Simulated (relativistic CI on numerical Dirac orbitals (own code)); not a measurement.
Electric-dipole lines of Sr17+

Calculated at this level of theory: Dirac-Coulomb-Breit CI, orbitals from a KLI potential per configuration, model QED, unscaled Slater integrals (own radial code, finite nucleus).

Configurations in the expansion (outside the closed core [Ne]): 3s2 3p6 3d3, 3s2 3p5 3d4, 3s 3p6 3d4, 3s2 3p6 3d2 4s, 3s2 3p6 3d2 4p, 3s2 3p6 3d2 4d, 3s2 3p6 3d2 4f, 3s2 3p5 3d3 4s, 3s2 3p5 3d3 4p, 3s2 3p6 3d 4s 4p, 3s2 3p6 3d2 5s, 3s2 3p6 3d2 5p, 3s 3p6 3d3 4s, 3s2 3p6 3d2 5d, 3s2 3p6 3d 4p 4d, 3s2 3p6 3d2 5f, 3s2 3p6 3d2 5g, 3s 3p6 3d3 4p, 3s2 3p6 3d2 6s, 3p6 3d4 4p, 3s2 3p6 3d2 6p, 3s2 3p6 3d2 6d, 3p6 3d5, 3p5 3d6, 3s2 3p6 3d 4s2, 3s2 3p6 4s2 4p, 3s2 3p6 4s2 4d, 3s2 3p6 4s2 4f, 3s2 3p6 3d 4p2, 3s2 3p6 4s 4p2, 3s2 3p6 4p3, 3s2 3p6 4p2 4d, 3s2 3p6 4p2 4f, 3s2 3p6 3d 4s 4d, 3s2 3p6 4s 4p 4d, 3s2 3p6 4s 4d2, 3s2 3p6 4s 4d 4f, 3p6 3d4 4s, 3p5 3d5 4s, 3s2 3p6 3d 4d2, 3s2 3p6 4p 4d2, 3s2 3p6 4d3, 3s2 3p6 4d2 4f, 3s 3p6 3d2 4s2, 3s 3p6 3d 4s2 4p, 3s 3p6 3d 4s2 4d, 3s 3p6 3d 4s2 4f. Double excitations out of closed p, d and f shells are left out; levels of such configurations are missing from the list, as are those of other unlisted configurations, and high levels can miss mixing partners. These lack a partner that the ground configuration has and come out too high: 3s2 3p5 3d3 4p.

```
λ vac (nm)                     Lower                       Upper   A (s⁻¹)  E lower (cm⁻¹)  E upper (cm⁻¹)
    7.6258    3s2 3p6 3d3 2G_7/2 [7]   3s2 3p5 3d4 2F°_5/2 [194]  5.30e+11           61900         1373234
    7.6379    3s2 3p6 3d3 2G_9/2 [8]   3s2 3p5 3d4 2F°_7/2 [195]  2.71e+11           65436         1374691
    7.7121    3s2 3p6 3d3 2G_9/2 [8]   3s2 3p5 3d4 2G°_7/2 [192]  2.86e+11           65436         1362098
    7.7872   3s2 3p6 3d3 2H_9/2 [13]   3s2 3p5 3d4 2F°_7/2 [195]  2.95e+11           90528         1374691
    7.8520    3s2 3p6 3d3 4F_3/2 [1]   3s2 3p5 3d4 4D°_1/2 [173]  6.14e+11               0         1273565
    7.8596    3s2 3p6 3d3 4F_5/2 [2]   3s2 3p5 3d4 2D°_3/2 [174]  2.65e+11            8331         1280661
    7.8643   3s2 3p6 3d3 2H_9/2 [13]   3s2 3p5 3d4 2G°_7/2 [192]  5.91e+11           90528         1362098
    7.8685  3s2 3p6 3d3 2H_11/2 [12]   3s2 3p5 3d4 2G°_9/2 [190]  9.44e+11           88556         1359454
    7.8801    3s2 3p6 3d3 4F_9/2 [4]   3s2 3p5 3d4 4D°_7/2 [178]  6.52e+11           26169         1295193
    7.8901    3s2 3p6 3d3 4F_7/2 [3]   3s2 3p5 3d4 2F°_5/2 [175]  2.18e+11           17376         1284793
    8.0011    3s2 3p6 3d3 2G_9/2 [8]   3s2 3p5 3d4 2F°_7/2 [186]  2.55e+11           65436         1315259
    8.1055   3s2 3p6 3d3 2D_5/2 [18]   3s2 3p5 3d4 2D°_5/2 [198]  4.89e+11          197241         1430967
    8.2346  3s2 3p6 3d3 2H_11/2 [12]  3s2 3p5 3d4 2H°_11/2 [182]  6.96e+11           88556         1302947
    8.3197   3s2 3p6 3d3 2H_9/2 [13]   3s2 3p5 3d4 2H°_9/2 [177]  5.25e+11           90528         1292495
    8.4336    3s2 3p6 3d3 2G_9/2 [8]   3s2 3p5 3d4 2G°_9/2 [169]  3.96e+11           65436         1251166
    8.5465    3s2 3p6 3d3 2G_9/2 [8]   3s2 3p5 3d4 2G°_9/2 [164]  1.55e+11           65436         1235507
    8.5599    3s2 3p6 3d3 2G_7/2 [7]   3s2 3p5 3d4 2G°_7/2 [163]  2.56e+11           61900         1230138
    8.6020    3s2 3p6 3d3 4F_9/2 [4]   3s2 3p5 3d4 4F°_9/2 [155]  2.87e+11           26169         1188689
    8.6406    3s2 3p6 3d3 4F_7/2 [3]   3s2 3p5 3d4 4F°_7/2 [150]  1.39e+11           17376         1174705
    9.7710    3s2 3p6 3d3 4F_9/2 [4]  3s2 3p5 3d4 4G°_11/2 [102]  6.82e+10           26169         1049607
```

Terms are leading LS components. Brackets give the number of a level in order of energy, since labels repeat. The list gives strong lines, with weight on those to low levels, without lines whose two gauges differ by over a factor of 2.5, among the lowest 400 of 3548 levels, so that lines to higher ones, which can be the strongest, are missing. Levels whose partners in the same complex of configurations lie outside the list can be far off, and so can their lines. Rates are taken at the computed energies, electric ones in the length gauge.

At this charge energies of transitions that change n are usually good to better than 1 %, and those within a shell (Δn = 0) to a few per cent. Terms inside the open d or f shell come out 10 to 20 % too wide with unscaled integrals.

LS names give the leading component of a level, which can be under half, so a name can repeat, a term be missing and a line seem to break the LS rules.
